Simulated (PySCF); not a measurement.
Whose spectrum? (heteroatom-doped PAH)

All values: TDDFT B3LYP/def2-SVP, gas phase, PySCF SCF with an in-house response code, fitting set def2-universal-JFIT up to Ne and JKFIT beyond, grid level 1 (kernel 0), vertical, one conformer each, geometries GFN2-xTB; core orbitals frozen in the response, virtual orbitals above 1.5 Eh left out. The lowest 6 singlets were sought, and the brightest is taken among them. The runs took 2 to 8 CPU minutes each on shared server CPUs.

Some members have dark charge-transfer states, which this functional places too low.

One system has its HOMO at -5.46 eV, its LUMO at -3.27 eV and these singlet states:

| state | eV | f |
| --- | --- | --- |
| S1 | 1.55 | 0.015 |
| S2 | 2.53 | 0.056 |
| S3 | 3.02 | 0.055 |
| S4 | 3.48 | 0.000 |
| S5 | 3.84 | 0.049 |
| S6 | 3.93 | 0.000 |

(1) Which is it?
A. C1=Cc2ccc3c4c(ccc(c24)B1c1ccccc1)B3c1ccccc1 (C24H16B2)
B. CB1C=c2cccc3c2=C2C(=CB3C)C=C12 (C14H12B2)
C. C[Si]1(C)C2=COc3cccc4ccc1c2c34 (C14H12OSi)

(2) How do the candidates compare?

Results:

(1) B.

(2) 
```tsv
system	HOMO / eV	LUMO / eV	S1 / eV	f(S1)	brightest state sought / eV
C1=Cc2ccc3c4c(ccc(c24)B1c1ccccc1)B3c1ccccc1	-6.07	-2.54	3.11	0.147	3.21
CB1C=c2cccc3c2=C2C(=CB3C)C=C12	-5.46	-3.27	1.55	0.015	2.53
C[Si]1(C)C2=COc3cccc4ccc1c2c34	-5.03	-1.00	3.43	0.031	5.38
```
